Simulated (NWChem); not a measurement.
System: GeCl3F; SMILES [Cl][Ge]([Cl])([Cl])[F]

```xyz
5

F      0.0000     0.0000     1.9204
Ge     0.0000     0.0000     0.2032
Cl     0.7317    -1.8773    -0.4461
Cl     1.2599     1.5723    -0.4461
Cl    -1.9916     0.3050    -0.4461
```
Atoms are numbered in this order, from 1.

The geometry was optimised at PBE0/def2-SVP.

Problem. List the 4 lowest vertical singlet excitations from PBE/def2-SVPD, TDA (NWChem).

Solution. 
| state | energy (eV) | oscillator strength | leading excitation (squared amplitude) |
|---|---|---|---|
| S1 | 5.20 | 0.000 | HOMO → LUMO (1.00) |
| S2 | 5.42 | 0.007 | HOMO−1 → LUMO (0.98) |
| S3 | 5.42 | 0.007 | HOMO−2 → LUMO (0.98) |
| S4 | 5.90 | 0.027 | HOMO−3 → LUMO (0.96) |
